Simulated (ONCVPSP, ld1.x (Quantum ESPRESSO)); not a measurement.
## Potentials for nitrogen (N) compared

Generated with ld1.x 7.5 (TM, RRKJ, ultrasoft, PAW), atompaw 4.2 or ONCVPSP 4.0.1. The cutoff is in Ry: for ld1.x and atompaw files where the sum of valence levels is converged to 10 mRy in a Bessel basis, for ONCV files where the hardest occupied wave has 1 mHa per electron of residual kinetic energy. The error is the largest all-electron minus pseudo excitation energy over each file’s own four to seven test configurations (ionisations up to +4, promotions, holes and added fractions of an electron), all of which were solved. The labels leave out finer settings (local radius, basis sizes, second energies), which also bear on the numbers. Spin-polarised tests are not counted. The rows are a selection from randomly drawn settings: files with unsolved tests, undetermined cutoffs or missed reference levels are left out.

A true bound ghost makes a file unfit for plane-wave use even where its test errors are small: the radial tests pick states by their node count and pass the ghost by.

| potential | cutoff (Ry) | largest error (meV) | bound ghosts |
| --- | --- | --- | --- |
| ONCV, PBE, non-relativistic, rc 1.00/0.85/0.85 (spd), local smoothed, core correction yes, reference 2s2, qcut 8.4/8.8/11.9, projectors 1/2/2 | 61 | +313 | none |
| ONCV, PBE, scalar-relativistic, rc 1.00/2.05/1.55 (spd), local smoothed, core correction no, reference 2s1.75 2p3.25, qcut 7.2/6.6/6.5, projectors 2/2/2 | 52 | +2084 | none |
| ONCV, PBE, scalar-relativistic, rc 1.15/2.20/1.80 (spd), local smoothed, core correction yes, reference 2s2 2p3, qcut 6/5.3/5, projectors 3/1/2 | 72 | +3646 | none |
| ONCV, PBE, scalar-relativistic, rc 0.90/1.80/1.40 (spd), local smoothed, core correction no, reference 2s2 2p3, qcut 9/6.8/7.6, projectors 2/2/3 | 62 | +1331 | none |
| ONCV, LDA (Perdew-Zunger), scalar-relativistic, rc 0.80/1.30 (sp), local smoothed, core correction yes, reference 2s2 2p1, qcut 9.1/10, projectors 2/3 | 67 | +99 | none |
| ONCV, PBE, scalar-relativistic, rc 0.75/2.45/2.45 (spd), local smoothed, core correction yes, reference 2s2 2p2, qcut 7.6/6.2/3.7, projectors 2/2/2 | 59 | +3456 | d |

(1) Fill in the row for N: TM, LDA (PZ), non-relativistic, rc 0.75/1.05/1.30 (spd), local smoothed, core correction no, reference 2s2 2p3.

(2) Fill in the row for N: ONCV, LDA (Perdew-Zunger), scalar-relativistic, rc 0.85/1.85 (sp), local smoothed, core correction no, reference 2s2 2p2, qcut 6.7/6.3, projectors 2/3.

(3) Fill in the row for N: ONCV, LDA (Perdew-Zunger), scalar-relativistic, rc 0.75/1.90 (sp), local smoothed, core correction yes, reference 2s2 2p1.5, qcut 7.7/6.8, projectors 1/3.

## Answers

(1) cutoff 110 Ry, largest error +751 meV, bound ghosts: none.

(2) cutoff 107 Ry, largest error +1146 meV, bound ghosts: none.

(3) cutoff 364 Ry, largest error +183 meV, bound ghosts: none.
